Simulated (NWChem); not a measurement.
# InGeH3Cl2; SMILES [Cl][In]([Cl])[GeH3]

No frequency run checked for a minimum. def2 effective core potentials on In; no spin-orbit coupling.

Q: Give the equilibrium geometry at PBE-D3(BJ)/def2-SVP with def2 effective core potentials on In (NWChem) as an XYZ file, with the point group.

A: point group C1; any orientation.
```
7

In    -0.0032     0.3632    -0.0052
Cl    -1.9527     1.7165     0.0030
Cl     1.9569     1.7014     0.0039
Ge    -0.0018    -2.2479    -0.0021
H      0.3141    -2.7263     1.4371
H     -1.3943    -2.7611    -0.4400
H      1.0937    -2.7495    -0.9741
```
